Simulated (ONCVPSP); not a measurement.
## Before and after: ONCV potential for W (Z = 74)

* Element: W
* Generator: ONCVPSP 4.0.1
* Type: optimised norm-conserving Vanderbilt (ONCV)
* Functional: PBE
* Relativity: scalar-relativistic
* Frozen core: [Kr] 4d10 4f14
* Valence charge: 14
* Reference configuration: 5s2 5p6 5d4 6s2
* Partial waves: 5s+6s: rc 1.95 bohr, ncon 4, nbas 9, qcut 6.9 1/bohr, 2 projectors; 5p: rc 1.85 bohr, ncon 4, nbas 7, qcut 9.2 1/bohr, 2 projectors, debl 1 Ha; 5d: rc 2.25 bohr, ncon 4, nbas 8, qcut 6 1/bohr, 1 projector; f scattering state at 0.24 Ha: rc 1.85 bohr, ncon 4, nbas 8, qcut 7 1/bohr, local
* Local potential: the f channel
* Core correction: none

In the p channel the program set the typed energies aside and used -1.588, 0.250 Ha.

Change: s: qcut 8.1; p: qcut 10.7; d: qcut 7; f: qcut 8.2.

Cutoffs: the cutoffs (Ha) at which the residual kinetic energy of the hardest occupied pseudo-wave falls to 1 and 0.1 mHa per electron; they do not see the model core or the augmentation charge, which bear on the density cutoff. Errors are all-electron minus pseudo energies relative to the spin-unpolarised reference configuration.

Question: Predict the effect on cutoff, ghosts and configuration errors.

Answer: The potential gets harder (23 Ha and 29 Ha → 27 Ha and 33 Ha); a bound ghost appears in s, which as a rule spoils a file; the lowest positive-energy flag moves from s at 24.8 eV to none; of the 4 tests that both files solve, the error grows in 0 and shrinks in 1 by more than 15 % and 0.3 meV (median size 5.3 → 4.5 meV); the range in which the s phases agree widens (upper end 0.3 → at the end of the scan).

| quantity | base | changed |
| --- | --- | --- |
| cutoff, loose | 23 Ha | 27 Ha |
| cutoff, tight | 29 Ha | 33 Ha |
| loose cutoff by channel | s 15 Ha, p 23 Ha, d 13 Ha | s 18 Ha, p 27 Ha, d 14 Ha |
| bound ghosts | none | s |
| GHOST(+) flags under 300 eV | s at 24.8 eV | none |
| error for 5s2 5p6 5d4 6s1, meV [ΔE 8.88 eV] | -2.7 | -3.1 |
| error for 5s2 5p6 5d4 6s0, meV [ΔE 24.56 eV] | -6.6 | -4.9 |
| error for 5s2 5p6 5d3 6s0, meV [ΔE 49.95 eV] | -43 | -37 |
| error for 5s2 5p6 5d4.5 6s1.5, meV [ΔE 0.69 eV] | -3.9 | -4.0 |
| s: phases at 1.98 bohr within 0.05 rad from the reference energy up to (Ha; the scan ends near 5) | 0.3 | to the end of the scan |
| p: phases at 1.87 bohr within 0.05 rad from the reference energy up to (Ha; the scan ends near 5) | 4.9 | to the end of the scan |
| d: phases at 2.28 bohr within 0.05 rad from the reference energy up to (Ha; the scan ends near 5) | 1.0 | 1.0 |
| f: phases at 1.87 bohr within 0.05 rad from the reference energy up to (Ha; the scan ends near 5) | 0.8 | 0.8 |

 A true bound ghost makes a file unfit for plane-wave use even where its test errors are small: the radial tests pick states by their node count and pass the ghost by.
